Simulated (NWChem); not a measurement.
# Ionisation of ClGe

```xyz
2

Ge     0.0000     0.0000     0.7648
Cl     0.0000     0.0000    -1.4397
```
Charge 0, spin multiplicity 2.

All runs are NWChem calculations. The geometry was optimised at UB3LYP/def2-SVP, a minimum by its harmonic frequencies.

Basis set: def2-TZVP. −ε marks an orbital energy of the parent.

The Hamiltonian is non-relativistic. B3LYP has NWChem's definition, with VWN1-RPA local correlation. This spin state was chosen for the runs; another may lie lower. The structure started from a generated list of species. The unpaired electrons of the parent sit in orbitals of symmetry b2 (C2v labels of the run); other states weren't searched. No SCF solution was tested for a lower state. Open-shell Hartree-Fock references start from PBE0 orbitals.

**Question.** One of these methods gave a first vertical ionisation energy of 7.86 eV. Which?
A) −ε(alpha HOMO) of B3LYP
B) evGW@PBE0
C) −ε(alpha HOMO) of HF
D) −ε(alpha HOMO) of BLYP

**Answer.** C, −ε(alpha HOMO) of HF. The others give 7.40 (evGW@PBE0), 4.91 (−ε(alpha HOMO) of B3LYP), 3.88 (−ε(alpha HOMO) of BLYP).
